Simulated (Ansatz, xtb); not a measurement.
Isomers of C5H7PSi in order of energy

3 gas-phase structures of C5H7PSi, from a drawn sample of its isomers (lower ones may exist). Each was relaxed with GFN2-xTB:

A. `[SiH3]C1=CC=CC=P1`, a singlet
B. `[SiH3]C1=CC=CP=C1`, a singlet
C. `[SiH3]C1=CC=PC=C1`, a singlet

Problem. Make a reasoned guess at their ranking by r2SCAN-D4/def2-SVP single-point energy.

Solution. Calculated order at r2SCAN-D4/def2-SVP: A (0.000), C (0.063), B (0.069) eV. Less than 1 kcal/mol parts C and B, so the order within that pair means little.

Energies above the lowest of each column, in eV; the last columns are at PBE0-D3(BJ)/def2-SVP geometries:

| structure | GFN2-xTB | HF/STO-3G | r2SCAN-D4/def2-SVP | PBE0-D3(BJ)/def2-SVP | CCSD(T)/def2-SVP + ΔMP2/def2-TZVPP |
| --- | --- | --- | --- | --- | --- |
| A | 0.065 | 0.070 | 0.000 | 0.000 | 0.000 |
| C | 0.000 | 0.000 | 0.063 | 0.060 | 0.054 |
| B | 0.007 | 0.014 | 0.069 | 0.064 | 0.060 |

CCSD(T)/def2-SVP + ΔMP2/def2-TZVPP puts A lowest; GFN2-xTB picks C, HF/STO-3G picks C. A keeps a small imaginary mode. C keeps a small imaginary mode. B keeps a small imaginary mode. ΔMP2 is the change of the MP2 energy from the smaller to the larger basis.

Programs: Ansatz 0.2.0, xtb 6.7.1.
